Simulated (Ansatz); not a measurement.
# Worked example: SnH2(CH3)2 + C2H3FGe → SnH2(CH3)F + C3H6Ge

Gas-phase species: SnH2(CH3)2, singlet; C2H3FGe `C#[C][GeH2][F]`, singlet; SnH2(CH3)F, singlet; C3H6Ge `C#[C][GeH2][CH3]`, singlet. The partners trade CH3 for F: Sn–CH3 and Ge–F bonds give way to Sn–F and Ge–CH3.

Shapes, held fixed at every level: PBE0-D4/def2-TZVP. Programs: Ansatz 0.2.0. The zero-point and thermal change to 298 K, harmonic and unscaled (PBE0-D4/def2-TZVP), is +0.4 kJ/mol.

At CCSD(T)/def2-TZVPP; 1 Eh = 2625.50 kJ/mol:

| species | energy (Eh) |
| --- | --- |
| SnH2(CH3)2 | -294.520822 |
| C2H3FGe | -2253.188066 |
| SnH2(CH3)F | -354.456280 |
| C3H6Ge | -2193.256451 |

Task: Work out ΔH(298 K) of the reaction at this level.

Result: 
1. Products less reactants: (-354.456280) + (-2193.256451) − [(-294.520822) + (-2253.188066)] = -0.003843 Eh = -10.1 kJ/mol.
2. With the thermal change: -10.1 + (+0.4) = -9.7 kJ/mol.

Other levels give -18.4 (r2SCAN-D4/def2-TZVPP) to -8.4 kJ/mol (MP2/def2-TZVPP). No measured value is set beside it here. For atoms past krypton def2 sets carry core potentials with scalar relativity. Relativity is left out for Ge. Outer-core shells of Ge, Sn are correlated, in sets that cover them unevenly.
